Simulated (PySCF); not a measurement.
Gas-phase reaction: 3 SiO ⇌ Si₃O₃

Energies from PySCF, thermal terms from the rigid-rotor harmonic-oscillator model, ideal gas at 1 bar. † marks an energy on the PBE0/def2-TZVP geometry and frequencies; other levels use their own. MP2 freezes the core. All species are closed-shell singlets. Si₃O₃: computed as isolated molecules; such fragments, hydroxides, amides, oligomers or adducts are transient or little studied in the gas. MP2 isn't extrapolated to the basis-set limit.

```csv
level,"ΔH°(298 K), kJ"
BLYP/def2-TZVP†,___
M06-2X/def2-TZVP†,___
MP2/def2-SVP†,-400
PBE/def2-SVP,-454
PBE/def2-TZVP†,-443
ωB97M-V/def2-TZVP†,___
```

Q: Some entries are withheld; supply them.

A: 
- BLYP/def2-TZVP†, ΔH°(298 K), kJ: -389
- M06-2X/def2-TZVP†, ΔH°(298 K), kJ: -533
- ωB97M-V/def2-TZVP†, ΔH°(298 K), kJ: -497
